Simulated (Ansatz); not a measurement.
Reactions of GaH5O2SSi (`[OH][Ga]([SH])[O][SiH3]`).

Gas-phase electronic energies from Ansatz, PBE0-D4/def2-TZVP geometries. CCSD(T)/CBS is the MP2 limit (def2-TZVPP, def2-QZVPP) plus CCSD(T) − MP2 in def2-TZVPP, frozen cores. This one scheme is used for every species. DFT in def2-TZVPP. B3LYP here is the variant with VWN-RPA as its local correlation; programs differ in this. For Br, Ga outer-core shells are correlated without core-valence functions, which leaves a few kJ/mol of doubt a bond. Scalar relativity is left out up to krypton. Each species was taken in one conformer, which may not be the lowest.

| reaction | CCSD(T)/CBS(def2) (kcal/mol) |
| --- | --- |
| `[OH][Ga]([SH])[O][SiH3]` + CH₃OH → `C[O][Ga]([OH])[SH]` + `O[SiH3]` | 4.5 |
| `[OH][Ga]([SH])[O][SiH3]` + HBr → `[OH][Ga]([SH])[Br]` + `O[SiH3]` | -12.1 |
| `[OH][Ga]([SH])[O][SiH3]` + H–F → `[OH][Ga]([F])[O][SiH3]` + H₂S | ? |
| `[OH][Ga]([SH])[O][SiH3]` + `O[Si]1(Cl)CO1` → `[SiH3]O[Si]1(Cl)CO1` + `[OH][Ga]([OH])[SH]` | -0.7 |
| `[OH][Ga]([SH])[O][SiH3]` + `OBCF` → `OBC(F)[SiH3]` + `[OH][Ga]([OH])[SH]` | ? |
| `[OH][Ga]([SH])[O][SiH3]` + `N1[SiH2]P1` → `[SiH3]N1[SiH2]P1` + `[OH][Ga]([OH])[SH]` | 6.3 |
| `[OH][Ga]([SH])[O][SiH3]` + `BN[SiH3]` → `BN([SiH3])[SiH3]` + `[OH][Ga]([OH])[SH]` | ? |
| `[OH][Ga]([SH])[O][SiH3]` + `[BH2][GaH2]` → `[SiH3][BH][GaH2]` + `[OH][Ga]([OH])[SH]` | 24.9 |
| `[OH][Ga]([SH])[O][SiH3]` + `O=CCO` → `O=CC(O)[SiH3]` + `[OH][Ga]([OH])[SH]` | 26.2 |

Q: Fill in the missing values. (Best estimate.)

A: Ansatz gave: `[OH][Ga]([SH])[O][SiH3]` + H–F → `[OH][Ga]([F])[O][SiH3]` + H₂S: +4.2 kcal/mol; `[OH][Ga]([SH])[O][SiH3]` + `OBCF` → `OBC(F)[SiH3]` + `[OH][Ga]([OH])[SH]`: +26.3 kcal/mol; `[OH][Ga]([SH])[O][SiH3]` + `BN[SiH3]` → `BN([SiH3])[SiH3]` + `[OH][Ga]([OH])[SH]`: +14.2 kcal/mol.

Largest T1 diagnostic: 0.015, for `O=CC(O)[SiH3]`.
